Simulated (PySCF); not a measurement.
Job file and geometry (Å, from GFN2-xTB) of an NMR shielding run on `CSc1ccoc1`, C5H6OS, GIAO PBE0/pcSseg-1 NMR shielding, non-relativistic, gas phase (PySCF); density fitting, a coarse starting grid and PySCF grid level 2 are the driver's defaults:

```
{"job": {"kind": "nmr", "xc": "PBE0", "basis": "pcSseg-1"}, "charge": 0, "multiplicity": 1}
C      2.418592     0.244841    -0.294218
S      1.309403    -1.175180    -0.512809
C     -0.244633    -0.432311    -0.204723
C     -1.487572    -1.124065    -0.245803
C     -2.434159    -0.196511     0.048333
O     -1.877646     1.004641     0.265575
C     -0.545723     0.861446     0.111711
H      3.424014    -0.125313    -0.468425
H      2.330252     0.623344     0.719779
H      2.172176     1.014410    -1.019708
H     -1.626567    -2.161481    -0.464941
H     -3.500350    -0.267852     0.130549
H      0.057825     1.734518     0.252442
```

Q: What does the program print?

A: 
```
coarse grid: 11864 points
cycle   1  E = -666.9340474467  dE =  1.273e+00  |g| = 4.048e-01  |ddm| = 3.519e+00
cycle   2  E = -666.9255098514  dE =  8.538e-03  |g| = 4.866e-01  |ddm| = 6.961e-01
cycle   3  E = -666.9686418021  dE = -4.313e-02  |g| = 8.476e-02  |ddm| = 3.349e-01
cycle   4  E = -666.9696487542  dE = -1.007e-03  |g| = 3.987e-02  |ddm| = 9.024e-02
cycle   5  E = -666.9699902064  dE = -3.415e-04  |g| = 1.236e-02  |ddm| = 4.378e-02
cycle   6  E = -666.9700251983  dE = -3.499e-05  |g| = 3.475e-03  |ddm| = 1.318e-02
cycle   7  E = -666.9700278865  dE = -2.688e-06  |g| = 9.501e-04  |ddm| = 3.454e-03
final grid: 111232 points
cycle   8  E = -667.0250141212  dE = -2.044e-05  |g| = 1.226e-02  |ddm| = 3.052e-02
cycle   9  E = -667.0249784198  dE =  3.570e-05  |g| = 1.839e-02  |ddm| = 2.080e-02
cycle  10  E = -667.0250435304  dE = -6.511e-05  |g| = 2.421e-03  |ddm| = 1.299e-02
cycle  11  E = -667.0250448221  dE = -1.292e-06  |g| = 2.923e-04  |ddm| = 2.201e-03
cycle  12  E = -667.0250448405  dE = -1.838e-08  |g| = 1.449e-04  |ddm| = 4.825e-04
cycle  13  E = -667.0250448457  dE = -5.149e-09  |g| = 2.996e-05  |ddm| = 1.555e-04
cycle  14  E = -667.0250448459  dE = -2.109e-10  |g| = 7.817e-06  |ddm| = 4.187e-05
converged SCF energy = -667.0250448459

GIAO shielding tensors (ppm)
atom      isotropic    diamagn.    paramagn.     s11        s22        s33       span
  0 C      167.668     251.658     -83.990    156.642    160.927    185.435     28.793
  1 S      538.685    1055.841    -517.156    397.713    475.629    742.713    345.000
  2 C       54.755     261.310    -206.554    -15.628     40.701    139.194    154.822
  3 C       70.615     250.398    -179.783    -14.019     71.503    154.360    168.379
  4 C       38.372     253.029    -214.657    -38.603     46.076    107.645    146.248
  5 O       37.914     396.969    -359.055   -110.790    -38.398    262.930    373.720
  6 C       49.386     253.509    -204.123    -18.035     56.086    110.107    128.142
  7 H       29.441      28.377       1.064     24.263     26.597     37.462     13.199
  8 H       29.327      30.956      -1.630     24.826     26.862     36.292     11.466
  9 H       29.324      30.693      -1.369     24.821     26.861     36.289     11.468
 10 H       25.186      31.436      -6.250     22.569     25.189     27.800      5.231
 11 H       24.218      29.232      -5.015     21.282     25.187     26.184      4.901
 12 H       24.822      33.235      -8.413     20.636     24.789     29.043      8.407
```

Q: Turn these shieldings into chemical shifts. Scale: ¹³C (σ = 186.93 ppm) and ¹H (σ = 31.72 ppm) against TMS; ³³S (σ = 503.73 ppm) against CS2; H2O for ¹⁷O (σ = 336.08 ppm) (reference shieldings calculated alike).

A: Averaging equivalent atoms: C 4: 148.6; C 6: 137.5; C 2: 132.2; C 3: 116.3; C 0: 19.3; S 1: -35; O 5: 298.2; H 11: 7.50; H 12: 6.89; H 10: 6.53; H 7/8/9: 2.35 ppm. Unscaled 17O shifts of doubly bonded oxygen tend to come out too high, by tens of ppm or more. Experimental scales use liquid or dissolved standards, which lie at an offset from isolated H2O (liquid H2O: subtract about 36 ppm).

Size and cost of the density-fitted run: 156 basis functions, 13 s wall time on 1 thread of an Arm Neoverse V2, shared host.
